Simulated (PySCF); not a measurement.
How methods differ on the excitation energy of C

C [He] 2s2 2p2 (3P) → C [He] 2s1 2p3 (5S), as a difference of total energies. Calculation: PySCF 2.14, in x2c-TZVPPall (5s3p2d1f, 31 functions); the spin-free X2C one-electron Hamiltonian (Gaussian nucleus). Correlated levels: valence: 1s2 frozen; valence and next inner shell: nothing frozen. The calculations carry no spin-orbit coupling.

```json
{"method": "UHF", "excitation energy (eV)": "2.582", "error (eV)": "-1.597"}
{"method": "LDA", "excitation energy (eV)": "4.068", "error (eV)": "-0.111"}
{"method": "PBE", "excitation energy (eV)": "4.122", "error (eV)": "-0.057"}
{"method": "PBE0", "excitation energy (eV)": "4.019", "error (eV)": "-0.160"}
{"method": "r2SCAN", "excitation energy (eV)": "3.614", "error (eV)": "-0.565"}
{"method": "M06", "excitation energy (eV)": "4.136", "error (eV)": "-0.043"}
{"method": "BHandHLYP", "excitation energy (eV)": "4.721", "error (eV)": "+0.542"}
{"method": "MN15", "excitation energy (eV)": "4.217", "error (eV)": "+0.038"}
{"method": "wB97X-V", "excitation energy (eV)": "4.520", "error (eV)": "+0.341"}
{"method": "ROHF", "excitation energy (eV)": "2.449", "error (eV)": "-1.730"}
{"method": "MP2 (valence)", "excitation energy (eV)": "3.661", "error (eV)": "-0.518"}
{"method": "SCS-MP2 (valence)", "excitation energy (eV)": "4.208", "error (eV)": "+0.029"}
{"method": "MP2 (valence and next inner shell)", "excitation energy (eV)": "3.656", "error (eV)": "-0.523"}
{"method": "SCS-MP2 (valence and next inner shell)", "excitation energy (eV)": "4.205", "error (eV)": "+0.026"}
```

Reference: 4.179 eV (measured; NIST levels, between the centres of gravity of the two terms).

Errors of the correlated levels include the incompleteness of this basis and the frozen core.
